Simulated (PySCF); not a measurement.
C7H10.
Geometry (PBE0-D3(BJ)/def2-SVP, Å), atoms numbered from 1 in this order:
```xyz
17
C7H10 angstrom
C     -0.2207    2.3812    0.1024
C     -0.7255    1.1474   -0.0083
C     -2.1532    0.6272   -0.0590
C     -1.5887   -0.7928   -0.3316
C     -0.1883   -0.2186   -0.1907
C      1.0253   -0.7873   -0.1958
C      2.3275   -0.0892    0.0040
H     -0.8845    3.2435    0.2109
H      0.8530    2.5774    0.0766
H     -2.7732    1.0541   -0.8623
H     -2.7015    0.7241    0.8910
H     -1.8570   -1.5579    0.4133
H     -1.8201   -1.1881   -1.3331
H      1.0674   -1.8713   -0.3603
H      2.9681   -0.6435    0.7088
H      2.1953    0.9287    0.3931
H      2.8931   -0.0186   -0.9418
```

Computed with PySCF at wB97X-D/def2-SVPD, non-relativistic, on one gas-phase PBE0-D3(BJ)/def2-SVP geometry that isn't relaxed in the solvent. The solvent is an IEF-PCM continuum (cavity from Bondi-type radii × 1.2), and excitations are vertical TDDFT with non-equilibrium linear response and a frozen core. Only the electrostatic response of the medium enters.

Gas-phase singlets (H = HOMO, L = LUMO):

```json
{"state": "S1", "E (eV)": "5.183", "λ (nm)": "239", "f": "0.332", "leading configuration": "H→L 98%"}
{"state": "S2", "E (eV)": "6.528", "λ (nm)": "190", "f": "0.002", "leading configuration": "H→L+1 82%"}
{"state": "S3", "E (eV)": "6.596", "λ (nm)": "188", "f": "0.006", "leading configuration": "H-2→L 89%"}
{"state": "S4", "E (eV)": "6.870", "λ (nm)": "180", "f": "0.039", "leading configuration": "H-3→L 68%"}
{"state": "S5", "E (eV)": "6.998", "λ (nm)": "177", "f": "0.109", "leading configuration": "H-1→L 65%"}
```

Question: What are the lowest 5 singlets in cyclohexane (ε = 2.017)?

Answer: 
```json
{"state": "S1", "E (eV)": "5.007", "λ (nm)": "248", "f": "0.407", "leading configuration": "H→L 98%", "change by rank (eV)": "-0.176"}
{"state": "S2", "E (eV)": "6.511", "λ (nm)": "190", "f": "0.002", "leading configuration": "H→L+1 78%", "change by rank (eV)": "-0.017"}
{"state": "S3", "E (eV)": "6.566", "λ (nm)": "189", "f": "0.007", "leading configuration": "H-2→L 85%", "change by rank (eV)": "-0.030"}
{"state": "S4", "E (eV)": "6.828", "λ (nm)": "182", "f": "0.081", "leading configuration": "H-3→L 59%", "change by rank (eV)": "-0.042"}
{"state": "S5", "E (eV)": "6.946", "λ (nm)": "178", "f": "0.157", "leading configuration": "H-1→L 60%", "change by rank (eV)": "-0.052"}
```

Question: What are the lowest 5 singlets in chloroform (ε = 4.711)?

Answer: 
```tsv
state	E (eV)	λ (nm)	f	leading configuration	change by rank (eV)
S1	5.004	248	0.409	H→L 98%	-0.179
S2	6.509	190	0.001	H→L+1 66%	-0.019
S3	6.548	189	0.008	H-2→L 71%	-0.048
S4	6.810	182	0.061	H-3→L 68%	-0.060
S5	6.942	179	0.181	H-1→L 68%	-0.056
```

Question: The ground-state energy changes by -0.070 eV from gas to chloroform. By how much does the total energy of gas-phase S1 change?

Answer: E(S1) = E(S0) + excitation energy, so it changes by -0.070 − 0.179 = -0.249 eV: it is lowered more than the ground state, which is what a red shift means. This is the vertical state, with the slow part of the continuum still set for S0.

Question: How do the frontier levels move from gas to chloroform?

Answer: 
```tsv
orbital	gas (eV)	solvent (eV)	change (eV)	Löwdin shares, gas	Löwdin shares, solvent
LUMO+2	2.86	2.94	+0.08	C4 14 %, H14 13 %, C1 13 %, C6 11 %	C1 14 %, C4 13 %, H14 13 %, C6 12 %
LUMO+1	2.52	2.56	+0.04	C7 16 %, C1 16 %, C6 9 %, C3 7 %	C1 18 %, C7 15 %, C6 9 %, C3 7 %
LUMO	0.80	0.79	-0.01	C1 20 %, C6 19 %, C2 17 %, C5 14 %	C1 20 %, C6 19 %, C2 17 %, C5 14 %
HOMO	-8.06	-8.08	-0.02	C6 24 %, C1 22 %, C5 18 %, C2 14 %	C6 24 %, C1 22 %, C5 18 %, C2 14 %
HOMO-1	-10.25	-10.27	-0.02	C2 25 %, C5 19 %, C1 18 %, C6 10 %	C2 25 %, C5 18 %, C1 18 %, C6 9 %
HOMO-2	-10.83	-10.80	+0.03	C2 19 %, C5 15 %, C3 13 %, C6 12 %	C2 19 %, C5 15 %, C3 13 %, C6 12 %
HOMO-3	-11.07	-11.03	+0.04	C4 24 %, C5 20 %, C2 11 %, C3 9 %	C4 24 %, C5 20 %, C2 11 %, C3 9 %
```

The HOMO–LUMO gap goes from 8.86 to 8.87 eV.

The pairwise dispersion term of wB97X-D wasn't added to the energies; at a given geometry it leaves orbitals and properties as they are.
